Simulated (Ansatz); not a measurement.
Reaction (cleavage of the Si–Ge bond): `[SiH3][Ge]([Cl])([Cl])[Cl]` + `O[Si](O)(F)O[SiH3]` → `O[Si](F)(O[SiH3])O[SiH3]` + `[Cl][GeH]([Cl])[Cl]`

Isolated molecules relaxed with PBE0-D4/def2-TZVP in Ansatz; ΔE leaves out vibrations. CCSD(T)/CBS adds triple-zeta CCSD(T) − MP2 to the extrapolated MP2 energy (def2 sets, frozen cores). DFT in def2-TZVPP. B3LYP here is the variant with VWN-RPA as its local correlation; programs differ in this. For Ge outer-core shells are correlated without core-valence functions, which leaves a few kJ/mol of doubt a bond. Scalar relativity is left out up to krypton. One conformer a species, not always the lowest.

```
                     species  B3LYP-D4 energy (Eh)
`[SiH3][Ge]([Cl])([Cl])[Cl]`           -3749.21932
        `O[Si](O)(F)O[SiH3]`            -908.01686
  `O[Si](F)(O[SiH3])O[SiH3]`           -1198.78857
       `[Cl][GeH]([Cl])[Cl]`           -3458.47479
```

Task: Work out ΔE.

Result: ΔE = (-1198.78857) + (-3458.47479) − (-3749.21932) − (-908.01686) = -0.02718 Eh = -0.74 eV. CCSD(T)/CBS gives -0.76 eV.

Largest T1 diagnostic among the species: 0.011.

From PBE to PBE0 (25 % exact exchange), in def2-TZVPP and without D4, ΔE moves by −0.10 eV. In def2-TZVPP, CCSD(T) changes the Hartree–Fock value by +0.30 eV (the triples alone add +0.04 eV) and MP2 by +0.28 eV.
